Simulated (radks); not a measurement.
The numbers below are computed, except where a source is named.
Q: Ionisation ladder of dysprosium, from Dy22+ to Dy43+. Each ion is in the ground configuration listed by NIST, and IE = E(next ion) - E(this ion). Level of theory: non-relativistic Kohn-Sham, TPSS, spin-polarised, spherical densities, point nucleus; open shells are filled with parallel spins first (spin-orbit coupling, left out, can overturn this in heavy ions); meta-GGA in the generalised Kohn-Sham scheme; relativity is left out, which matters for an element this heavy (a radial shooting solver on a logarithmic mesh with Libxc functionals).

species      configuration  IE, Delta-SCF (eV)  -e(HOMO) (eV)     HOMO  <r> HOMO (bohr)
Dy22+             [Kr] 4d8              749.38         729.37  4d down            0.540
Dy23+             [Kr] 4d7                   ?         769.47  4d down            0.534
Dy24+             [Kr] 4d6              830.35         809.96  4d down            0.529
Dy25+             [Kr] 4d5              883.29         862.10    4d up            0.523
Dy26+             [Kr] 4d4              925.98         904.56    4d up            0.518
Dy27+             [Kr] 4d3              969.11         947.48    4d up            0.513
Dy28+             [Kr] 4d2              1012.6         990.82    4d up            0.508
Dy29+             [Kr] 4d1              1056.5         1034.5    4d up            0.503
Dy30+                 [Kr]                   ?         1203.4       4p            0.505
Dy31+    [Ar] 3d10 4s2 4p5              1268.0         1246.5  4p down            0.502
Dy32+    [Ar] 3d10 4s2 4p4              1310.3         1289.4  4p down            0.499
Dy33+    [Ar] 3d10 4s2 4p3              1367.4         1345.1    4p up            0.495
Dy34+    [Ar] 3d10 4s2 4p2              1411.7         1389.6    4p up            0.492
Dy35+    [Ar] 3d10 4s2 4p1              1455.3         1433.7    4p up            0.489
Dy36+        [Ar] 3d10 4s2              1567.4         1546.7       4s            0.488
Dy37+        [Ar] 3d10 4s1                   ?         1595.6    4s up            0.485
Dy38+            [Ar] 3d10              2897.1         2844.2       3d            0.207
Dy39+             [Ar] 3d9              3003.7         2950.3  3d down            0.205
Dy40+             [Ar] 3d8              3111.4         3057.4  3d down            0.203
Dy41+             [Ar] 3d7              3219.9         3165.5  3d down            0.202
Dy42+             [Ar] 3d6                   ?         3274.4  3d down            0.200
Dy43+             [Ar] 3d5              3473.1         3416.2    3d up            0.198

Estimate the withheld Delta-SCF values.

A: Dy23+: 789.68 eV (NIST 786); Dy30+: 1225.0 eV (NIST 1232); Dy37+: 1616.5 eV (NIST 1691.7); Dy42+: 3329.1 eV (NIST 3331).
